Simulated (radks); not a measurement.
Values are calculated unless marked as measured or tabulated.
Problem. Ionisation of Ho, [Xe] 4f11 6s2, to Ho+, [Xe] 4f11 6s1, under several functionals. Dirac Kohn-Sham, spin-unpolarised, spherical densities, finite nucleus; open shells are shared between the two j in proportion to 2j + 1; a radial shooting solver on a logarithmic mesh with Libxc functionals. Known Delta-SCF values: RPBE 6.206 eV; XLYP 6.291 eV; PW91 6.348 eV. What does BP86 give, and what is its highest occupied eigenvalue?

Solution. 6.486 eV by Delta-SCF; the 4f7/2 eigenvalue is -2.833 eV. NIST: 6.022 eV (measured).

Beside tabulated values, note that spin-unpolarised runs miss the spin-polarisation part of the exchange energy of open shells.
